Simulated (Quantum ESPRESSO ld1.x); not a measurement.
Values are calculated unless marked as measured or tabulated.
Te I, configuration [Kr] 4d10 5s2 5p4.

Code: ld1.x of Quantum ESPRESSO 7.5. Model: scalar-relativistic Kohn-Sham, LDA (Slater exchange, Perdew-Zunger correlation), spin-polarised, spherical densities, point nucleus; open shells are filled with parallel spins first.

Energy parts (Ry):
part                       energy
total                 -13577.7329
kinetic                14222.7213
electron-nucleus      -32856.6627
Hartree                 5395.9312
exchange-correlation    -339.7228

Orbitals (lengths in bohr, moments of r in powers of bohr; r(90%) holds 90 % of the orbital's charge):
| orbital | occ. | eigenvalue (Ry) | <r> | r(90%) | <r^2> | <1/r> |
|---|---|---|---|---|---|---|
| 1s up | 1 | -2322.07 | 0.02784 | 0.0500 | 0.001050 | 55.52 |
| 1s down | 1 | -2322.07 | 0.02784 | 0.0500 | 0.001050 | 55.52 |
| 2s up | 1 | -356.157 | 0.1200 | 0.185 | 0.01697 | 12.71 |
| 2s down | 1 | -356.154 | 0.1200 | 0.185 | 0.01697 | 12.71 |
| 2p up | 3 | -319.903 | 0.1048 | 0.171 | 0.01341 | 12.18 |
| 2p down | 3 | -319.900 | 0.1048 | 0.171 | 0.01341 | 12.18 |
| 3s up | 1 | -70.8355 | 0.3226 | 0.474 | 0.1190 | 4.537 |
| 3s down | 1 | -70.8318 | 0.3226 | 0.474 | 0.1190 | 4.537 |
| 3p up | 3 | -59.0498 | 0.3206 | 0.481 | 0.1192 | 4.319 |
| 3p down | 3 | -59.0458 | 0.3206 | 0.481 | 0.1192 | 4.319 |
| 3d up | 5 | -41.1772 | 0.2970 | 0.467 | 0.1045 | 4.086 |
| 3d down | 5 | -41.1734 | 0.2970 | 0.467 | 0.1045 | 4.086 |
| 4s up | 1 | -12.0512 | 0.7647 | 1.11 | 0.6615 | 1.826 |
| 4s down | 1 | -12.0432 | 0.7646 | 1.10 | 0.6611 | 1.826 |
| 4p up | 3 | -8.39157 | 0.8216 | 1.21 | 0.7705 | 1.666 |
| 4p down | 3 | -8.38263 | 0.8211 | 1.20 | 0.7694 | 1.667 |
| 4d up | 5 | -3.06633 | 0.9748 | 1.50 | 1.119 | 1.367 |
| 4d down | 5 | -3.05098 | 0.9715 | 1.49 | 1.110 | 1.370 |
| 5s up | 1 | -1.15852 | 2.077 | 3.05 | 4.902 | 0.6264 |
| 5s down | 1 | -1.08588 | 2.076 | 3.06 | 4.908 | 0.6288 |
| 5p up | 3 | -0.47894 | 2.643 | 4.00 | 8.081 | 0.4883 |
| 5p down | 1 | -0.40777 | 2.695 | 4.12 | 8.470 | 0.4817 |

The highest occupied level is 5p down at -5.548 eV. For comparison, the ionisation energy in NIST's Atomic Spectra Database is 9.010 eV (measured). In exact Kohn-Sham theory the highest level is minus the ionisation energy, but local and semilocal functionals leave it too shallow, through self-interaction and a potential that decays too fast; potentials with the right tail come closer. Summed over all electrons, <r^2> = 61.73 bohr^2, which gives a Langevin (diamagnetic) susceptibility term of -48.9 x 10^-6 cm^3/mol. Spin moment in Bohr magnetons: 2.
